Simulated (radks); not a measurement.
All-electron atom: Gd XI in [Kr] 4d10 4f5 5s2 5p1.

Calculated with a radial shooting solver on a logarithmic mesh with Libxc functionals: non-relativistic Kohn-Sham, PBE, spin-polarised, spherical densities, point nucleus; open shells are filled with parallel spins first (spin-orbit coupling, left out, can overturn this in heavy ions); relativity is left out, which matters for an element this heavy.

Energy parts (hartree):
total: -10795.5006
kinetic: 10792.6176
electron-nucleus: -25275.6804
Hartree: 3920.7737
exchange-correlation: -233.2115

Orbitals (lengths in bohr, moments of r in powers of bohr; r(max) is where P^2 peaks):
| orbital | occ. | eigenvalue (hartree) | r(max) | <r^2> |
|---|---|---|---|---|
| 1s up | 1 | -1736.433 | 0.01571 | 0.0007510 |
| 1s down | 1 | -1736.429 | 0.01571 | 0.0007510 |
| 2s up | 1 | -281.8303 | 0.08610 | 0.01194 |
| 2s down | 1 | -281.8254 | 0.08609 | 0.01194 |
| 2p up | 3 | -268.4379 | 0.06702 | 0.008884 |
| 2p down | 3 | -268.4331 | 0.06702 | 0.008884 |
| 3s up | 1 | -67.13967 | 0.2399 | 0.07737 |
| 3s down | 1 | -67.02799 | 0.2397 | 0.07722 |
| 3p up | 3 | -61.17784 | 0.2272 | 0.07244 |
| 3p down | 3 | -61.07540 | 0.2270 | 0.07229 |
| 3d up | 5 | -50.06454 | 0.1814 | 0.05792 |
| 3d down | 5 | -49.98998 | 0.1813 | 0.05775 |
| 4s up | 1 | -18.20344 | 0.5453 | 0.3821 |
| 4s down | 1 | -18.00134 | 0.5454 | 0.3824 |
| 4p up | 3 | -15.85868 | 0.5501 | 0.4008 |
| 4p down | 3 | -15.65697 | 0.5502 | 0.4013 |
| 4d up | 5 | -11.66927 | 0.5552 | 0.4461 |
| 4d down | 5 | -11.46754 | 0.5553 | 0.4470 |
| 4f up | 5 | -6.47379 | 0.5338 | 0.5836 |
| 4f down | 0 | -6.26937 | 0.5353 | 0.5917 |
| 5s up | 1 | -6.79876 | 1.179 | 1.703 |
| 5s down | 1 | -6.64707 | 1.184 | 1.730 |
| 5p up | 1 | -6.00162 | 1.242 | 1.912 |
| 5p down | 0 | -5.85997 | 1.250 | 1.950 |

The highest occupied level is 5p up at -163.31 eV. The configuration is held as typed, so some empty levels lie below it. The density falls to 0.001 e/bohr^3 at r = 2.47 bohr. The electron density at the nucleus is 1.867e+05 e/bohr^3.
